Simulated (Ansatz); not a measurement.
Steps of a relaxation of `N[SiH2]O[Si](N)(Cl)Cl` with RKS PBE0-D4/def2-TZVP.

```sh
$ ansatz run in.yaml --threads 2 --pin off --events-out ev --progress --plain --max-ram 22528MiB --backend cuda --devices 0, --max-vram 18GiB
```

```yaml
crystal:
  periodic: [false, false, false]
  atoms:
    - {symbol: N, position_ang: [-0.499140, 1.196790, -1.637780]}
    - {symbol: Si, position_ang: [-1.372550, 1.097250, -0.165690]}
    - {symbol: O, position_ang: [-0.430780, 0.262270, 0.880980]}
    - {symbol: Si, position_ang: [0.857700, -0.642840, 1.163140]}
    - {symbol: N, position_ang: [0.976360, -1.862880, -0.034830]}
    - {symbol: Cl, position_ang: [2.527240, 0.463090, 1.023140]}
    - {symbol: Cl, position_ang: [0.637420, -1.309220, 3.051630]}
    - {symbol: H, position_ang: [0.503440, 1.293420, -1.607030]}
    - {symbol: H, position_ang: [-0.879000, 1.700190, -2.421110]}
    - {symbol: H, position_ang: [-1.630920, 2.331940, 0.575010]}
    - {symbol: H, position_ang: [-2.550930, 0.270200, -0.402560]}
    - {symbol: H, position_ang: [0.135730, -2.266580, -0.410670]}
    - {symbol: H, position_ang: [1.725420, -2.533620, -0.014220]}
basis:
  gaussian: {orbitals: def2-TZVP}
hamiltonian: {xc: pbe0, dispersion: d4}
relax: {f_tol: 0.005, max_steps: 150}
```

Positions (Å) and forces (eV/Å) along the path, 12 of 79 steps:

```xyz
13
step=1 energy=-45916.1810 eV
N    -0.499    1.197   -1.638   -0.142    0.131    0.092
Si   -1.373    1.097   -0.166    0.845   -0.440   -0.085
O    -0.431    0.262    0.881    0.040   -0.095    0.060
Si    0.858   -0.643    1.163   -0.566   -0.692   -1.027
N     0.976   -1.863   -0.035    0.007    0.396    0.465
Cl    2.527    0.463    1.023    0.667    0.376    0.115
Cl    0.637   -1.309    3.052    0.126   -0.209    0.557
H     0.503    1.293   -1.607    0.042    0.060    0.048
H    -0.879    1.700   -2.421   -0.043   -0.012   -0.131
H    -1.631    2.332    0.575   -0.331    0.449   -0.021
H    -2.551    0.270   -0.403   -0.607    0.048   -0.090
H     0.136   -2.267   -0.411   -0.121   -0.012    0.011
H     1.725   -2.534   -0.014    0.083   -0.002    0.005
13
step=4 energy=-45916.3027 eV
N    -0.481    1.245   -1.633    0.115    0.198   -0.266
Si   -1.349    1.094   -0.172   -0.061    0.042    0.031
O    -0.427    0.224    0.871   -0.115   -0.004    0.046
Si    0.859   -0.693    1.152    0.023    0.161    0.065
N     0.974   -1.910   -0.002    0.009   -0.181   -0.083
Cl    2.573    0.421    1.058   -0.008   -0.009    0.013
Cl    0.712   -1.360    3.080    0.001    0.020    0.004
H     0.486    1.554   -1.598   -0.297   -0.044   -0.078
H    -0.944    1.568   -2.476    0.197   -0.148    0.287
H    -1.671    2.370    0.529    0.053   -0.090    0.018
H    -2.621    0.375   -0.461    0.080    0.038   -0.004
H     0.130   -2.348   -0.338    0.040   -0.006   -0.011
H     1.759   -2.541   -0.010   -0.037    0.024   -0.022
13
step=18 energy=-45916.4206 eV
N    -0.572    1.652   -1.599    0.002   -0.001    0.000
Si   -1.350    1.163   -0.167   -0.002    0.002    0.000
O    -0.654   -0.113    0.625    0.004   -0.003   -0.001
Si    0.747   -0.784    1.027   -0.001    0.005   -0.003
N     1.027   -2.145    0.064   -0.002    0.002    0.002
Cl    2.319    0.496    0.740   -0.002    0.001    0.001
Cl    0.677   -1.166    3.037    0.000   -0.001    0.000
H     0.282    2.185   -1.567    0.000   -0.001    0.001
H    -0.633    1.105   -2.442   -0.002    0.000    0.000
H    -1.340    2.311    0.767    0.001    0.002    0.001
H    -2.713    0.703   -0.509    0.002   -0.002    0.000
H     0.282   -2.813   -0.061    0.001   -0.002   -0.002
H     1.928   -2.594    0.084   -0.001   -0.001    0.001
13
step=24 energy=-45916.4207 eV
N    -0.591    1.675   -1.606    0.001   -0.001    0.004
Si   -1.342    1.163   -0.169    0.000   -0.006   -0.002
O    -0.659   -0.155    0.564    0.004    0.007   -0.003
Si    0.743   -0.794    1.015   -0.004    0.000   -0.003
N     1.060   -2.170    0.086   -0.002    0.004    0.000
Cl    2.299    0.508    0.739    0.001    0.001    0.001
Cl    0.639   -1.138    3.031    0.000    0.001   -0.001
H     0.279    2.182   -1.581   -0.001    0.000   -0.001
H    -0.691    1.158   -2.464   -0.001    0.000    0.001
H    -1.280    2.283    0.796    0.001    0.001    0.002
H    -2.725    0.745   -0.488    0.001    0.000   -0.001
H     0.315   -2.829   -0.076   -0.004   -0.004   -0.001
H     1.954   -2.628    0.154    0.005   -0.002    0.002
13
step=39 energy=-45916.4230 eV
N    -0.665    1.915   -1.552   -0.001   -0.021   -0.017
Si   -1.340    1.107   -0.216    0.017   -0.015    0.008
O    -0.571   -0.294    0.228    0.012    0.046    0.003
Si    0.793   -0.834    0.885   -0.003   -0.028   -0.007
N     1.111   -2.370    0.262   -0.009    0.014    0.018
Cl    2.376    0.389    0.447   -0.004   -0.007    0.010
Cl    0.597   -0.769    2.927    0.007    0.001   -0.033
H     0.188    2.444   -1.459   -0.013   -0.007    0.006
H    -0.774    1.559   -2.488    0.001    0.013    0.037
H    -1.290    2.028    0.943    0.001   -0.017   -0.020
H    -2.712    0.686   -0.572    0.005    0.002   -0.003
H     0.337   -2.991    0.087    0.007   -0.005    0.000
H     1.950   -2.869    0.509   -0.019    0.024   -0.001
13
step=45 energy=-45916.4249 eV
N    -0.681    2.034   -1.479    0.001   -0.038    0.006
Si   -1.360    1.067   -0.252    0.028    0.033   -0.035
O    -0.519   -0.317    0.102   -0.002    0.049    0.002
Si    0.829   -0.844    0.799    0.002   -0.106   -0.017
N     1.078   -2.453    0.346   -0.040    0.026    0.021
Cl    2.465    0.239    0.215   -0.031   -0.017    0.030
Cl    0.650   -0.551    2.825    0.022    0.016   -0.031
H     0.125    2.611   -1.295   -0.038   -0.026    0.001
H    -0.711    1.746   -2.444   -0.001    0.016    0.052
H    -1.420    1.882    0.984   -0.001   -0.023   -0.030
H    -2.685    0.594   -0.710    0.016    0.008    0.003
H     0.294   -3.088    0.317    0.054    0.063    0.007
H     1.935   -2.921    0.592   -0.011   -0.001   -0.009
13
step=54 energy=-45916.4292 eV
N    -0.684    2.151   -1.348    0.040   -0.024   -0.015
Si   -1.398    1.000   -0.314    0.038    0.072   -0.042
O    -0.465   -0.326    0.018   -0.019    0.003   -0.005
Si    0.891   -0.849    0.697    0.011   -0.078   -0.012
N     1.009   -2.518    0.463   -0.076    0.052    0.016
Cl    2.547    0.020   -0.134   -0.035   -0.021    0.030
Cl    0.871   -0.261    2.666    0.019    0.007   -0.022
H     0.008    2.799   -1.002   -0.074   -0.070   -0.031
H    -0.544    1.956   -2.329   -0.017    0.022    0.117
H    -1.694    1.677    0.972    0.007   -0.025   -0.037
H    -2.603    0.453   -0.977    0.025    0.012    0.011
H     0.198   -3.100    0.609    0.052    0.058   -0.012
H     1.865   -3.002    0.677    0.028   -0.008    0.003
13
step=55 energy=-45916.4300 eV
N    -0.682    2.156   -1.338    0.033   -0.021   -0.001
Si   -1.401    0.996   -0.318    0.035    0.062   -0.040
O    -0.466   -0.329    0.013   -0.011   -0.002    0.003
Si    0.893   -0.849    0.690    0.018   -0.071   -0.012
N     1.005   -2.520    0.470   -0.058    0.051    0.022
Cl    2.548    0.006   -0.154   -0.025   -0.013    0.016
Cl    0.889   -0.240    2.653    0.006    0.001   -0.022
H     0.002    2.805   -0.981   -0.063   -0.060   -0.028
H    -0.533    1.969   -2.318   -0.016    0.016    0.092
H    -1.710    1.661    0.970    0.005   -0.017   -0.029
H    -2.598    0.448   -0.995    0.021    0.011    0.009
H     0.194   -3.099    0.623    0.039    0.044   -0.010
H     1.861   -3.004    0.685    0.017   -0.003    0.000
13
step=56 energy=-45916.4316 eV
N    -0.677    2.173   -1.301    0.019   -0.011    0.034
Si   -1.409    0.980   -0.332    0.016    0.039   -0.032
O    -0.467   -0.342   -0.007    0.004   -0.009    0.010
Si    0.900   -0.850    0.663    0.013   -0.040    0.007
N     0.992   -2.527    0.497    0.015    0.059    0.032
Cl    2.547   -0.039   -0.236   -0.020   -0.014    0.002
Cl    0.942   -0.166    2.604   -0.007   -0.021   -0.044
H    -0.015    2.824   -0.907   -0.042   -0.039   -0.022
H    -0.495    2.013   -2.279   -0.009    0.006    0.036
H    -1.764    1.606    0.962    0.002   -0.005   -0.020
H    -2.578    0.433   -1.057    0.020    0.013    0.008
H     0.177   -3.091    0.680    0.010    0.014   -0.004
H     1.847   -3.013    0.714   -0.020    0.008   -0.007
13
step=76 energy=-45916.4531 eV
N    -0.595    2.252   -0.868   -0.001   -0.004    0.004
Si   -1.479    0.851   -0.484   -0.005    0.007   -0.006
O    -0.565   -0.496   -0.163   -0.002   -0.001    0.002
Si    0.900   -0.866    0.380    0.006    0.003    0.000
N     0.937   -2.497    0.795   -0.003   -0.003    0.002
Cl    2.353   -0.544   -1.019   -0.001   -0.001    0.001
Cl    1.330    0.424    1.930   -0.001   -0.004   -0.002
H    -0.121    2.777   -0.152    0.000    0.001   -0.003
H    -0.151    2.364   -1.765    0.000    0.000    0.002
H    -2.276    1.126    0.732    0.002   -0.001   -0.001
H    -2.314    0.486   -1.649    0.001    0.000    0.002
H     0.172   -2.908    1.304    0.002    0.002   -0.001
H     1.810   -2.970    0.960    0.001    0.002    0.000
13
step=77 energy=-45916.4531 eV
N    -0.595    2.252   -0.866    0.000   -0.004    0.003
Si   -1.480    0.851   -0.485   -0.004    0.004   -0.003
O    -0.566   -0.495   -0.161    0.001    0.000    0.001
Si    0.900   -0.866    0.379    0.000    0.002    0.000
N     0.937   -2.497    0.796   -0.001   -0.005    0.000
Cl    2.350   -0.547   -1.024   -0.001    0.001    0.002
Cl    1.334    0.424    1.928    0.001   -0.001   -0.002
H    -0.123    2.778   -0.149   -0.001    0.001   -0.002
H    -0.149    2.364   -1.761   -0.001    0.000    0.002
H    -2.281    1.125    0.729    0.002   -0.001    0.000
H    -2.311    0.486   -1.653    0.001    0.000    0.001
H     0.174   -2.906    1.309    0.001    0.002   -0.001
H     1.810   -2.970    0.959    0.000    0.001    0.000
13
step=79 energy=-45916.4531 eV
N    -0.595    2.252   -0.865    0.000   -0.001    0.000
Si   -1.480    0.851   -0.486    0.002   -0.001    0.000
O    -0.567   -0.495   -0.160    0.002    0.001    0.001
Si    0.900   -0.866    0.379   -0.004    0.002   -0.002
N     0.937   -2.497    0.796    0.001   -0.003   -0.001
Cl    2.348   -0.548   -1.026    0.001    0.000    0.000
Cl    1.337    0.424    1.927    0.001    0.001    0.001
H    -0.125    2.779   -0.147    0.000    0.000   -0.001
H    -0.147    2.365   -1.759    0.000    0.000    0.000
H    -2.283    1.125    0.727   -0.001    0.000    0.000
H    -2.309    0.485   -1.655   -0.001    0.000    0.000
H     0.174   -2.905    1.311   -0.001    0.000    0.000
H     1.810   -2.970    0.959    0.000    0.000    0.000
```

Hardware: 2 threads of an AMD EPYC 7R13 on a shared host and a share of an NVIDIA H100 80 GB. Wall time 3.9 min, peak host memory 0.99 GiB.
